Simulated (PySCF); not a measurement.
H4Cl3NSi2, SMILES Cl[SiH2]N[SiH](Cl)Cl, singlet, PBE0/def2-SVP optimised geometry.

```
10

Si     1.14    -0.46     1.09
Cl     1.77    -2.29     0.36
N      0.07     0.36     0.00
Si    -1.65     0.36     0.00
Cl    -2.40    -0.55    -1.69
Cl    -2.36     2.29     0.00
H      0.40    -0.71     2.35
H      2.36     0.37     1.28
H      0.51     0.82    -0.79
H     -2.13    -0.35     1.20
```

Density from PBE0/def2-TZVP (PySCF) at that geometry.

Minimum of the electron density along straight lines between bonded atoms, close to the bond critical point (lines longer than 1.1 times the sum of covalent radii, or with two minima, are not listed):

| bond | length / Å | ρ at the minimum / e bohr⁻³ | ∇²ρ there / e bohr⁻⁵ | position (fraction from the first atom) |
|---|---|---|---|---|
| Si1–Cl2 | 2.071 | 0.096 | 0.21 | 0.36 |
| Si1–N3 | 1.735 | 0.128 | 0.54 | 0.40 |
| N3–Si4 | 1.720 | 0.134 | 0.55 | 0.60 |
| Si4–Cl5 | 2.058 | 0.100 | 0.22 | 0.36 |
| Si4–Cl6 | 2.059 | 0.100 | 0.22 | 0.36 |
| Si1–H7 | 1.485 | 0.125 | 0.14 | 0.49 |
| Si1–H8 | 1.485 | 0.125 | 0.14 | 0.49 |
| N3–H9 | 1.019 | (withheld) | (withheld) | 0.74 |
| Si4–H10 | 1.478 | 0.128 | 0.13 | 0.49 |

Q: Some entries are withheld; supply them.

A: 
- N3–H9, ρ at the minimum / e bohr⁻³: 0.324
- N3–H9, ∇²ρ there / e bohr⁻⁵: -1.57
